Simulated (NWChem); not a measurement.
C₃H₅Br; SMILES CC(=C)Br

```xyz
9

C      1.3099    -1.5286     0.0000
C      0.1130    -0.9438     0.0000
C     -1.2111    -1.6282     0.0000
Br     0.0004     0.9567     0.0000
H      2.2390    -0.9569     0.0000
H      1.3736    -2.6205     0.0000
H     -1.8000    -1.3434     0.8859
H     -1.0766    -2.7196     0.0000
H     -1.8000    -1.3434    -0.8859
```
Atoms are numbered in this order, from 1.

Structure relaxed at the PBE0/def2-SVP level.

Spin-orbit effects, on the heavy nuclei and on their neighbours, are missing.

Task: Give the principal values of the shielding tensors (ppm) of C1, C2, C3, Br4 from B3LYP/6-31G* (spherical d), GIAO (NWChem), with their diamagnetic and paramagnetic parts as GIAO splits them.

Result: 
```tsv
atom	σ11	σ22	σ33	isotropic	diamagnetic	paramagnetic
C1	-17.1	103.8	142.9	76.5	259.7	-183.1
C2	-36.0	73.6	117.5	51.7	252.0	-200.3
C3	140.2	151.9	191.2	161.1	252.0	-90.9
Br4	1674.1	1684.6	2930.0	2096.2	3120.5	-1024.3
```
